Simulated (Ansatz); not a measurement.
Ansatz (a program for electronic structure) input:
A basis named .json is the Basis Set Exchange file of that set.

Ansatz 0.2 input:
```yaml
crystal:
  periodic: [false, false, false]
  atoms:
    - {symbol: Si, position_ang: [-0.45569662, 0.00228978, 0.08756198]}
    - {symbol: N, position_ang: [1.16456195, 0.09855784, -0.24899574]}
    - {symbol: H, position_ang: [-1.11450654, 1.34653026, -0.10981842]}
    - {symbol: H, position_ang: [-1.38195965, -0.91548063, -0.72638291]}
    - {symbol: H, position_ang: [-0.95322487, -0.37979115, 1.49086231]}
    - {symbol: H, position_ang: [1.67751004, -0.77322037, -0.13755848]}
basis:
  gaussian:
    orbitals: aug-cc-pV_D+d_Z.json
total_charge: -1
magnetization: {spin_polarized: false}
correlation: {method: ccsd_t, electrons: outside_noble_gas}
output: {forces: true}
```

Task: Which total energy does the run end on?

Result: -346.05679 Eh (CCSD(T)/aug-cc-pV(D+d)Z). The basis has 91 functions.

It need not be the lowest isomer of its formula. Whether it binds its extra electron was not tested at this geometry.
